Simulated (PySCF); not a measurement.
A side-by-side comparison of computed properties.

First species: C4H4FN3.
Numbering: `[CH2:1]=[CH:2][n:3]1[n:4][cH:5][c:6]([F:7])[n:8]1` (hydrogens: H9, H10 on C1; H11 on C2; H12 on C5)

Second species: 3-ethylfuran, C6H8O.
Bonds: C1–C2, C2–C3, C3–C4 (aromatic), C4–C5 (aromatic), C5–O6 (aromatic), O6–C7 (aromatic), C3–C7 (aromatic). Hydrogens: H8, H9, H10 on C1; H11, H12 on C2; H13 on C4; H14 on C5; H15 on C7.

Levels: CAM-B3LYP/def2-SVPD for dipole moment, HOMO energy, LUMO energy, HOMO–LUMO gap, static isotropic polarisability and electronic spatial extent ⟨r²⟩ about the centre of nuclear charge; TDDFT CAM-B3LYP/def2-SVPD for lowest singlet excitation; TDA CAM-B3LYP/def2-SVPD for lowest triplet excitation (Tamm–Dancoff); GFN2-xTB for rotational constant A and rotational constant C. Geometries: GFN2-xTB. All species are isolated and taken at one optimised geometry, non-relativistic unless stated; the electronic structure was computed with PySCF and density fitting.

Dipoles, sizes and rotational constants follow the conformer. The torsions of the flexible species, by atom-mapped SMILES:
- `[CH2:1]=[CH:2][n:3]1[n:4][cH:5][c:6]([F:7])[n:8]1`: C1–C2–N3–N4 180°
- `[CH3:1][CH2:2][c:3]1[cH:4][cH:5][o:6][cH:7]1`: C1–C2–C3–C4 -83°

Values for the first species:

| Item | Value |
| --- | --- |
| Dipole moment | 1.31 D |
| HOMO energy | -8.51 eV |
| LUMO energy | -0.34 eV |
| HOMO–LUMO gap | 8.17 eV |
| Lowest singlet excitation | 5.40 eV |
| Lowest triplet excitation (Tamm–Dancoff) | 3.58 eV |
| Static isotropic polarisability | 69.8 au |
| Electronic spatial extent ⟨r²⟩ about the centre of nuclear charge | 909 bohr² |
| Rotational constant A | 5.348 GHz |
| Rotational constant C | 1.200 GHz |

(1) Estimate the same properties for the second species, and the change in each.

Answers

(1) 
```json
{"property": "dipole moment", "first": "1.31 D", "second": "1.00 D", "second less first": "-0.31 D"}
{"property": "HOMO energy", "first": "-8.51 eV", "second": "-7.77 eV", "second less first": "+0.74 eV"}
{"property": "LUMO energy", "first": "-0.34 eV", "second": "1.32 eV", "second less first": "+1.66 eV"}
{"property": "HOMO–LUMO gap", "first": "8.17 eV", "second": "9.09 eV", "second less first": "+0.92 eV"}
{"property": "lowest singlet excitation", "first": "5.40 eV", "second": "6.18 eV", "second less first": "+0.78 eV"}
{"property": "lowest triplet excitation (Tamm–Dancoff)", "first": "3.58 eV", "second": "4.01 eV", "second less first": "+0.43 eV"}
{"property": "static isotropic polarisability", "first": "69.8 au", "second": "70.4 au", "second less first": "+0.6 au"}
{"property": "electronic spatial extent ⟨r²⟩ about the centre of nuclear charge", "first": "909 bohr²", "second": "784 bohr²", "second less first": "-125 bohr²"}
{"property": "rotational constant A", "first": "5.348 GHz", "second": "6.775 GHz", "second less first": "+1.427 GHz"}
{"property": "rotational constant C", "first": "1.200 GHz", "second": "1.635 GHz", "second less first": "+0.435 GHz"}
```

On the first: No computed singlet falls in the visible range (750 to 380 nm, 1.65 to 3.26 eV); S1 lies 2.14 eV above its blue end.

On the second: In atomic units the dipole is 0.39 e·bohr (1 au = 2.5417 D). The vertical singlet–triplet gap S1 − T1 is 2.17 eV (TDDFT singlet less Tamm–Dancoff triplet; S1: HOMO→LUMO, weight 0.62, beside HOMO→LUMO+1, weight 0.34; T1: HOMO→LUMO, weight 0.55, beside HOMO→LUMO+1, weight 0.35).
